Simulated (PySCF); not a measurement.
Species: C4H7N2Si2 (doublet state).
Structure used (GFN2-xTB), in Å, numbered top down from 1:
```
atom  x, y, z in Å
N1     4.116    0.382    0.486
C2     3.047    0.823    0.583
C3     1.784    1.338    0.672
C4     0.691    0.847   -0.158
Si5   -0.119   -0.638    0.810
Si6   -1.833   -1.502   -0.502
C7    -2.910   -0.056   -0.994
N8    -3.539    0.861   -1.272
H9     1.586    2.072    1.438
H10    1.050    0.476   -1.117
H11   -0.067    1.611   -0.325
H12   -0.575   -0.094    2.096
H13    0.949   -1.603    1.083
H14   -2.746   -2.415    0.190
H15   -1.437   -2.095   -1.783
```

The hyperfine couplings belong to this conformer and change with its torsions.

Identity: `N#C[CH]C[SiH2][SiH2]C#N` [radical].

Method used: PySCF, UKS B3LYP, pcH-1 on C H N Si, non-relativistic, mean-field spin-orbit, GIAO. Geometry: GFN2-xTB, one conformer, isolated molecule. A GFN2-xTB geometry isn't a minimum of the functional, and hyperfine couplings can be far from their values at a DFT geometry. The SCF solution wasn't tested for stability.

What is the g tensor, term by term?

```json
{"Δg (ppm)": "relativistic mass correction", "1": "-177", "2": "-177", "3": "-177"}
{"Δg (ppm)": "gauge correction", "1": "-4", "2": "35", "3": "23"}
{"Δg (ppm)": "orbital Zeeman/spin–orbit", "1": "-26", "2": "954", "3": "1467"}
{"Δg (ppm)": "total", "1": "-206", "2": "813", "3": "1313"}
```

So g = 2.00211, 2.00313, 2.00363 and g_iso = 2.00296; the tensor is rhombic: the two nearest values differ by 33 % of g3 − g1. Axes: g3 points within 4° of the C3–H9 bond.

What effective moment and Curie constant follow for a powder?

With the mean of g² = 4.0118 and S(S+1) = 0.75: μ_eff = √(⟨g²⟩S(S+1)) = 1.735 μB and χT = 0.12505·⟨g²⟩·S(S+1) = 0.376 cm³ K/mol (cgs; spin-Hamiltonian part alone).

At 33.926 GHz, how far is the centre of the isotropic spectrum from where a free electron (g = 2.002319) resonates?

B = hν/(g μB) with μB/h = 13.99624 MHz/mT gives 1210.56 mT for the free electron and 1210.18 mT at g_iso, 0.39 mT lower.

What are the electron Larmor frequencies g μB B/h along the three axes at 340 mT?

9.5275, 9.5324, 9.5347 GHz for g1, g2 and g3, a range of 7.2 MHz.

In a frozen sample, at which fields do the three g values resonate at 9.5, 34, 94 and 263 GHz (hyperfine left aside), and which band first spreads them over more than twice a line width of 0.3 mT?

```
band    GHz  B(g3) mT  B(g2) mT  B(g1) mT  spread mT
   X    9.5    338.76    338.85    339.02       0.26
   Q   34.0   1212.41   1212.71   1213.33       0.92
   W   94.0   3351.96   3352.79   3354.50       2.54
   J  263.0   9378.34   9380.69   9385.46       7.12
```

The spread grows in proportion to the frequency. Q band is the first where it exceeds 0.6 mT.

The Mulliken spin populations are largest on C3 (+0.78), N1 (+0.37), C2 (-0.19) and Si5 (+0.07). The angles at C3 add up to 359.8°, so it is planar; its axial dipolar tensor and the negative coupling of its proton fit spin in a p orbital normal to that plane.

The HOMO–LUMO gaps are 5.20 eV among the α and 5.49 eV among the β orbitals.

Hardware: Arm Neoverse N1, one thread, shared host. Cost: 2.5 min wall.
